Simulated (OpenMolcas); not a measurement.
**Computed transition rates of Se4+**

```
Program             : OpenMolcas 26.06
Method              : MS-CASPT2, IPEA 0.25 Eh, imaginary shift 0.1 Eh (closed shells correlated: 3d)
Basis               : ANO-RCC [9s8p6d4f2g]
Scalar Hamiltonian  : DKH2, point nucleus
Active space        : 2 electrons in 8 orbitals (4s 4p 5s 5p)
State averaging     : 2S+1 = 3 even, 3 roots; 2S+1 = 1 even, 7 roots; 2S+1 = 3 odd, 3 roots; 2S+1 = 1 odd, 3 roots
Spin-orbit coupling : state interaction with AMFI integrals over the reference wave functions, term energies averaged over their components
```

Rates come from the transition moments of the reference wave functions (E1 and E2 in the length form). At fixed line strength A goes as λ^-3 for E1 and M1 and as λ^-5 for E2, so a rate at the computed wavelength can be rescaled to the measured one. Measured vacuum wavelengths follow from level energies in the list in Rauch et al., Astron. Astrophys. 606, A105 (2017). Branching counts decays inside the model space alone, at computed energies, and the table is only a selection of the E1 lines, drawn from those between levels with measured partners whose computed energy lies within a factor of 1.5 of the measured one.

```json
{"Upper": "4p² ³P₁", "Lower": "4s 4p ³P°₂", "Type": "E1", "λ computed (nm)": "83.48", "λ measured (nm)": "83.94", "A computed (s-1)": "2.71e+09", "A rescaled (s-1)": "2.67e+09", "Branching %": "39.3"}
{"Upper": "4p² ³P₀", "Lower": "4s 4p ³P°₁", "Type": "E1", "λ computed (nm)": "82.64", "λ measured (nm)": "83.03", "A computed (s-1)": "6.71e+09", "A rescaled (s-1)": "6.62e+09", "Branching %": "99.7"}
{"Upper": "4p² ³P₁", "Lower": "4s 4p ³P°₁", "Type": "E1", "λ computed (nm)": "81.33", "λ measured (nm)": "81.47", "A computed (s-1)": "1.76e+09", "A rescaled (s-1)": "1.75e+09", "Branching %": "25.5"}
{"Upper": "4p² ³P₁", "Lower": "4s 4p ³P°₀", "Type": "E1", "λ computed (nm)": "80.39", "λ measured (nm)": "80.42", "A computed (s-1)": "2.43e+09", "A rescaled (s-1)": "2.43e+09", "Branching %": "35.2"}
```

The largest correction is for 4p² ³P₁ → 4s 4p ³P°₂ (E1): 2.71e+09 × (83.48 / 83.94)^3 = 2.67e+09 s-1, a factor of 0.98.

The computed rate and branching of 4p² ³P₀ → 4s 4p ³P°₁ give the upper level a radiative lifetime of 0.997 / 6.71e+09 s-1 = 1.49e-10 s, counting decays inside the model space alone. The rescaled rate gives about 1.5e-10 s.

No measured rate stands beside these. Rescaling mends the energy factor alone: line strengths can still be far off where a level mixes with configurations outside the active space, and weak or spin-changing lines hang on small mixing coefficients that depend on the term gaps too, so rescaling need not improve them.

Over all roots computed the reference weight is 0.91 to 0.98; the roots of lowest weight are the least certain, and an intruder state may touch them. Active for correlation alone: 5p 5s; no level in the range computed is led by a configuration that fills them, so any true level of that kind is missing. The ¹D term of p² mixes with s d, which this space lacks. Computed and measured levels are paired by configuration, term and J; levels that our copy of the source lacks, or whose pairing is in doubt (as where it misses far off the trend of its configuration), stay unpaired. Only configurations of the active space appear.

° marks odd parity.
